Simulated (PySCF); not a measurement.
An element was calculated at UHF (PySCF 2.14, spin-free X2C, a triple-zeta basis, no spin-orbit coupling), in the ground configurations that NIST lists.

```
first ionisation energy  : 8.543 eV
second ionisation energy : 20.850 eV
third ionisation energy  : 30.992 eV
```

Task: Which element is it?

Result: Selenium (Se, Z = 34), in x2c-TZVPall. NIST lists 9.752, 21.196 ± 0.01, 31.697 ± 0.019 eV for these ionisation energies.
